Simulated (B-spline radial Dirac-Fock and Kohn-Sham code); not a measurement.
Re 5p3/2: cross section and angular parameters

System: the free rhenium atom, [Xe] 4f14 5d5 6s2; threshold 48.74 eV (orbital energy of the model). These are calculated numbers from an atomic code on a B-spline grid; the model is Dirac-Hartree-Slater photoionisation with a Latter tail; cross sections with all multipoles, angular parameters from the dipole term and its interference with E2.

Input of the calculation (task.json; shells as n, l, electrons):

```json
{"items": [{
  "Z": 75,
  "q": 0,
  "cfg": [[1, 0, 2], [2, 0, 2], [2, 1, 6], [3, 0, 2], [3, 1, 6], [3, 2, 10], [4, 0, 2], [4, 1, 6], [4, 2, 10], [4, 3, 14], [5, 0, 2], [5, 1, 6], [5, 2, 5], [6, 0, 2]],
  "A": 187,
  "rrms": 5.3698,
  "do": "xps",
  "hv": [51.5, 59.2, 80, 160.0, 174.0, 227.0, 280.0, 287.0, 306.0, 396.0, 739.0, 800, 914.0, 1000, 1360.0, 1620.0, 1830.0, 3740.0, 4000, 4110.0, 4430.0, 5170.0, 6000, 7160.0, 8260.0, 9251.7, 11200.0, 12000, 13400.0, 15000],
  "edges": {"K": 71676.0, "L1": 12527.0, "L2": 11959.0, "L3": 10535.0, "M1": 2932.0, "M2": 2682.0, "M3": 2367.0, "M4": 1949.0, "M5": 1883.0, "N1": 625.4, "N2": 518.7, "N3": 446.8, "N4": 273.9, "N5": 260.5, "O1": 83.0}
}]}
```

Command: `python xray2_run.py task.json out`

```
hν (eV)  σ (kb)       β       γ       δ
   59.2    2690   1.965  -0.078   0.004
     80     918   1.519   0.209  -0.021
    160     179  -0.242   0.054  -0.003
    174     163  -0.218  -0.009   0.008
    227     124   0.061  -0.078   0.033
    280     102   0.352  -0.026   0.040
    287    99.3   0.385  -0.016   0.040
    306    93.2   0.470   0.011   0.040
    396    71.2   0.782   0.130   0.035
    739    33.1   1.304   0.287   0.012
    800       ?       ?       ?       ?
    914    24.7   1.422   0.269   0.006
   1000    21.7   1.465   0.251   0.003
   1360    13.6   1.584   0.158  -0.001
   1620    10.3   1.636   0.095  -0.001
   1830    8.41   1.665   0.052  -0.001
   3740    2.26   1.755  -0.018   0.005
   4000    1.97   1.757   0.002   0.006
   4110    1.87   1.757   0.011   0.007
   4430    1.60   1.758   0.041   0.008
   5170    1.16   1.755   0.127   0.010
   6000   0.839   1.747   0.237   0.012
   7160   0.565   1.732   0.403   0.015
   8260   0.407   1.715   0.562   0.018
 9251.7   0.311   1.699   0.703   0.021
  11200   0.196   1.666   0.969   0.028
  12000   0.165   1.652   1.073   0.030
  13400   0.125   1.628   1.247   0.036
  15000  0.0936   1.601   1.433   0.042
```

Task: Give the values at 800 eV.

Result: σ = 29.7 kb, β = 1.351, γ = 0.284, δ = 0.009.
